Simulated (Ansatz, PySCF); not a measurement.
Species: LiO (charge 0, doublet). 
Structure (B3LYP-D3(BJ)/def2-TZVP (Ansatz, an electronic-structure program) minimum search):
```xyz
2

Li     0.0000     0.0000    -1.2241
O      0.0000     0.0000     0.4590
```
Charge 0, spin multiplicity 2.

Total electronic energies in hartree. Cores are frozen in the correlated levels unless marked. UHF or UKS for open shells. Spin-orbit coupling is left out. Non-relativistic. CBS(X,Y): correlation extrapolated as X^-3; Hartree-Fock from the larger set.

```tsv
level	program	energy (Eh)
RI-HF/def2-QZVPPD	Ansatz	-82.31769
M06-L-D4/def2-TZVPD	PySCF + dftd4	___
PBE0/6-31G*	Ansatz	-82.57190
PBE0-D3(BJ)/def2-TZVP	Ansatz + dftd3	___
PW6B95/def2-TZVPD	PySCF	-82.81552
MP2/6-31G	Ansatz	-82.35842
SCS-MP2/6-31G*	Ansatz	-82.42086
CCSD(T)/def2-QZVPPD	Ansatz	-82.55781
CCSD(T)/CBS(def2-TZVPPD,def2-QZVPPD)	Ansatz	-82.5705
```

Problem. What belongs in the gaps?

Solution. 
- M06-L-D4/def2-TZVPD, energy (Eh): -82.71113
- PBE0-D3(BJ)/def2-TZVP, energy (Eh): -82.61092
